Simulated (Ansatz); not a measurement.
The multiplicity is imposed and other spin states were not computed.

Level of theory: frozen-core CCSD(T)/def2-TZVPP // PBE-D3(BJ)/def2-SVP (Ansatz, a program for electronic structure).

Ansatz 0.2 input:
```yaml
crystal:
  periodic: [false, false, false]
  atoms:
    - { symbol: Au, position_ang: [-0.044437, -0.077979, 0.051183] }
    - { symbol: C, position_ang: [0.612932, 1.316858, -1.617034] }
    - { symbol: C, position_ang: [1.228333, 1.736919, -0.454217] }
    - { symbol: H, position_ang: [1.134326, 0.664136, -2.335896] }
    - { symbol: H, position_ang: [-0.320702, 1.783972, -1.97034] }
    - { symbol: H, position_ang: [0.803766, 2.551431, 0.154884] }
    - { symbol: H, position_ang: [2.258667, 1.431022, -0.210251] }
    - { symbol: C, position_ang: [-0.960119, -1.601171, 1.078971] }
    - { symbol: H, position_ang: [-0.967224, -1.370863, 2.164919] }
    - { symbol: H, position_ang: [-0.432241, -2.564612, 0.927151] }
    - { symbol: H, position_ang: [-2.012941, -1.713808, 0.746927] }
basis:
  gaussian: { orbitals: def2-TZVPP }
correlation:
  method: ccsd_t
```

Output:

```
Functional definition: HF
1490 factors; integrals over basis functions are off by at most 1.3e-3 eV
mean field evaluation 1: about -6866.9269 eV, gradient 3.3e1 eV
mean field evaluation 2: about -6867.3208 eV, gradient 3.3e1 eV
mean field evaluation 4: about -6870.2552 eV, gradient 5.2e0 eV
mean field evaluation 8: about -6870.3257 eV, gradient 2.7e-1 eV
mean field evaluation 16: about -6870.3264 eV, gradient 1.4e-6 eV
mean field -6870.32638133 eV, -252.4798376394 hartree, gradient 1.4e-6 eV, S^2 0.000000; 0 other end points of the search recorded, 0 dependent functions left out
3 core orbitals not correlated
reference -6870.32638133 eV, -252.4798376394 hartree; 19, 19 occupied and 225, 225 virtual orbitals, 1490 factors
second order -32.44349007 eV of doubles, -0.00000000 eV of singles
cycle   1  -30.60019129 eV  change     1.8e0 eV  update   1.5e-1
cycle   2  -31.55464848 eV  change   -9.5e-1 eV  update   5.9e-2
cycle   3  -31.79703649 eV  change   -2.4e-1 eV  update   2.6e-2
cycle   4  -31.77257666 eV  change    2.4e-2 eV  update   9.2e-3
cycle   5  -31.75954523 eV  change    1.3e-2 eV  update   4.1e-3
cycle   6  -31.76336354 eV  change   -3.8e-3 eV  update   1.6e-3
cycle   7  -31.76311090 eV  change    2.5e-4 eV  update   5.3e-4
cycle   8  -31.76267618 eV  change    4.3e-4 eV  update   1.8e-4
cycle   9  -31.76274308 eV  change   -6.7e-5 eV  update   8.1e-5
cycle  10  -31.76279860 eV  change   -5.6e-5 eV  update   3.3e-5
cycle  11  -31.76273875 eV  change    6.0e-5 eV  update   1.5e-5
cycle  12  -31.76275330 eV  change   -1.5e-5 eV  update   7.1e-6
perturbative correction -1.36497393 eV, -0.0501618667 hartree
Total energy: -6903.45410856 eV, -253.6972591605 hartree
```

Cost: about 15 core-minutes (a rough figure).
